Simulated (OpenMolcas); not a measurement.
Rh5+ among 6 point charges of -1.7 e arranged as a tetragonal octahedron (D4h). The axial distance is 1.07 times the equatorial one, R.

```json
{"Program": "OpenMolcas", "Method": "SS-CASPT2, IPEA 0.25 Eh, imaginary shift 0.1 Eh (closed shells correlated: 4s 4p)", "Basis": "ANO-RCC-VDZP [6s5p3d1f]", "Scalar Hamiltonian": "DKH2, point nucleus", "Active space": "4 electrons in 5 orbitals (4d)", "State averaging": "2S+1 = 5 even, 5 roots; 2S+1 = 3 even, 45 roots; 2S+1 = 1 even, 50 roots", "Spin-orbit coupling": "RASSI with atomic mean-field integrals over the reference wave functions"}
```

All point charges move together. At R = 1.89 Å the first state of the same spin is 3320 cm-1, and at R = 2.09 Å it is 2430 cm-1.

Q: A third run gives 2010 cm-1. What distance was it run at?

A: With a power law R^-n the two known points give n = -ln(2430 / 3320) / ln(2.09 / 1.89) = 3.10. Then R = 1.89 × (3320 / 2010)^(1/3.10) = 2.222 Å. The run was at 2.22 Å, so the estimate is off by +0.002 Å.

Roots that are degenerate in the reference are averaged as groups; the widest CASPT2 spread within a group is 1300 cm-1 (the 3-fold group of multiplicity 1 near 32000 cm-1 above the lowest state of its run, R = 2.09). Shifts and gaps below about the spread of the groups concerned are not significant. Point charges give a weaker field than real ligands, and real ions of this kind are as a rule low spin; the high spin found here belongs to the model. Free-ion shares, where given, are those of the reference states; single-state CASPT2 does not remix them. Spin-orbit coupling mixes the spin-free states strongly: the lowest level takes only 66 % from its leading state, 5B1 (holds for R = 2.22). The ground term spreads over less than 5000 cm-1, several times less than with real ligands, so orbital moments are less quenched and χT lies further from the spin-only value than at real sites (holds for R = 2.22). This is an electrostatic model: the charges have no orbitals. No measured value stands beside these numbers.
